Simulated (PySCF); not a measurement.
F2W, neutral, multiplicity 3. Atoms are numbered in the order given.

```xyz
3

W      0.0000     0.0000     0.0000
F      0.0000     0.0000    -1.8315
F      0.0000     0.0000     1.8315
```
Charge 0, spin multiplicity 3.

The structure is a stationary point at PBE-D3(BJ)/def2-TZVP. The multiplicity is an assumed one; other spin states were not compared. The def2 effective core potentials stand for the cores of W; spin–orbit coupling is left out.

Method: PySCF 2.14.0 with PBE-D3(BJ)/def2-TZVP.

Frequencies are harmonic and unscaled.

Modes within 1.5 cm⁻¹ of each other (mostly degenerate sets) share a row, with their intensities summed.

```csv
mode,ν (cm⁻¹),IR (km/mol),moving atoms (share of kinetic energy)
1–2,59,1.0,"F 83 %, W 17 %"
3,711,166.2,"F 83 %, W 17 %"
4,723,0.0,F 100 %
```
